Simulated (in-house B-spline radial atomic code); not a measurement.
Results of a calculation; reference values are marked as such.
Ti ion on O atom: potential, deflection and energy transfer

The pair potential comes from two frozen, spherical free-atom densities (PBE, B-spline radial code, scalar-relativistic past argon): electrostatics plus the change in Thomas-Fermi kinetic and Dirac exchange energy where they overlap, the recipe behind the universal ZBL potential, which averages such potentials (from solid-state densities) over many pairs. It is written V = (Z1 Z2 e²/r) φ(r/a), with e² = 14.3996 eV·Å and a = 0.46850 Å/(Z1^0.23 + Z2^0.23); ZBL's fit is φ = 0.18175 e^(−3.1998x) + 0.50986 e^(−0.94229x) + 0.28022 e^(−0.4029x) + 0.02817 e^(−0.20162x). Where φ falls below 4e-4 it is continued as an exponential.

Masses 47.87 and 16.0 u.

| x = r/a | φ, this pair | φ, ZBL |
| --- | --- | --- |
| 0.1 | 0.8984 | 0.8928 |
| 0.5 | 0.6381 | 0.6096 |
| 1.5 | 0.3301 | 0.2995 |
| 3 | 0.1532 | 0.1292 |
| 5 | 0.06116 | 0.05224 |
| 8 | 0.01939 | 0.01705 |
| 12 | 0.004742 | 0.00474 |
| 17 | 0.001052 | 0.001212 |

(1) At x = 2 the electrostatic, kinetic and exchange parts are 1535.68, 1020.95 and -85.41 eV. Find r, V and φ.

(2) The ion comes in at 0.788 keV with impact parameter 0.0642 Å. The scattering integral gives a centre-of-mass angle of 165.3° and a closest approach of 5.339 a. What are the reduced energy, the energy passed on and the laboratory angles?

Answers

(1) a = 0.46850/(2.0359 + 1.6133) = 0.12838 Å, so r = 0.25677 Å. V = 1535.68 + 1020.95 + (-85.41) = 2471.22 eV. The bare repulsion is 22 × 8 × 14.3996/0.25677 = 9870.1 eV, so φ = 0.2504, +12.9 % against ZBL's 0.2218. The kinetic (Pauli) term is 41 % of V here.

(2) ε = E a M2/(Z1 Z2 e² (M1 + M2)) = 788 × 1.2690e-05 = 0.01. The most that one collision can pass on is γE with γ = 4 M1 M2/(M1 + M2)² = 0.7510. Here T = γE sin²(θ/2) = 0.7510 × 788 × 0.9837 = 582.2 eV. The ion turns by arctan(sin θ/(cos θ + M1/M2)) = 7.1°, and the struck atom leaves at (180° − θ)/2 = 7.3°. The closest approach is 0.685 Å. With ZBL the angle would be 164.45° and T = 581 eV.
